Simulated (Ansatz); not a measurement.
C$_{2}$H$_{6}$O$_{3}$SSi, SMILES `C=CS[Si](O)(O)O`, relaxed with RKS PBE0-D4/def2-TZVP in Ansatz from a GFN2-xTB geometry. The force threshold is 0.005 eV/Å; the program also tests the step.

Total charge 0; spin multiplicity 1.

Start:

```xyz
13

C    -1.324   -1.544    0.419
C    -0.087   -1.781    0.821
S     1.352   -0.838    0.489
Si    0.625    1.020   -0.365
O    -0.173    0.774   -1.749
O     1.916    1.938   -0.665
O    -0.342    1.772    0.688
H    -1.585   -0.709   -0.208
H    -2.125   -2.210    0.693
H     0.158   -2.641    1.426
H     0.306    0.576   -2.550
H     2.458    2.250    0.054
H    -1.178    1.393    0.947
```

(1) By how much does the energy fall, and how many steps does the optimiser take? (Estimate.)

(2) Which bonds change most? (An estimate is asked.)

(3) Give the relaxed structure. (Estimate.)

## Answers

(1) Computed: 1.82 kcal/mol, in 17 steps, 3 of them rejected.

(2) The calculation gave: S3–Si4 from 2.170 to 2.144 Å; Si4–O6 from 1.612 to 1.625 Å; Si4–O5 from 1.617 to 1.628 Å; Si4–O7 from 1.616 to 1.625 Å.

(3) Computed: 
```xyz
13

C    -1.335   -1.501    0.347
C    -0.099   -1.670    0.807
S     1.380   -0.857    0.306
Si    0.622    1.023   -0.395
O    -0.181    0.874   -1.804
O     1.915    1.978   -0.631
O    -0.379    1.683    0.701
H    -1.575   -0.822   -0.464
H    -2.147   -2.081    0.770
H     0.093   -2.397    1.590
H     0.275    0.429   -2.520
H     2.409    2.258    0.142
H    -0.978    1.083    1.151
```
